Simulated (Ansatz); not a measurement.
`C[SiH](F)[SiH2]Cl` + H₂ → `C[SiH](F)[SiH3]` + HCl  (hydrogenolysis of the Si–Cl bond)

Isolated molecules relaxed with PBE0-D4/def2-TZVP in Ansatz; ΔE leaves out vibrations. CCSD(T)/CBS adds triple-zeta CCSD(T) − MP2 to the extrapolated MP2 energy (def2 sets, frozen cores). This one scheme is used for every species. Functionals use def2-TZVPP. One conformer a species, not always the lowest.

(1) Is it downhill or uphill in electronic energy at CCSD(T)/CBS, and by how much? (Estimate.)

(2) What do these levels give: ωB97M-V, revPBE, PBE0, r2SCANh, MP2/def2-TZVPP, MP2/CBS(def2)? (Estimate.)

Largest T1 diagnostic among the species: 0.012.

## Answers

(1) The calculation gave: Uphill: ΔE = +72.1 kJ/mol.

(2) The calculation gave: ωB97M-V 72.3, revPBE 64.8, PBE0 65.6, r2SCANh 72.8, MP2/def2-TZVPP 75.9, MP2/CBS(def2) 82.8 kJ/mol.

The D4 term adds +8.4 kJ/mol with B3LYP and +4.6 kJ/mol with PBE0; it sums over pairs of atoms, weighted by their polarisabilities, and B3LYP, whose exchange is more repulsive, gets the larger term. Leaving LDA and LC-ωPBE aside and taking each functional with its dispersion term where it has one, the values, not all of them listed here, spread over 7.3 kJ/mol, from CAM-B3LYP-D4 to r2SCAN-D4. At CCSD(T), def2-SVP lies −19.4 kJ/mol from the extrapolated value and def2-TZVPP −6.9 kJ/mol.

B3LYP here is the variant with VWN-RPA as its local correlation; programs differ in this.
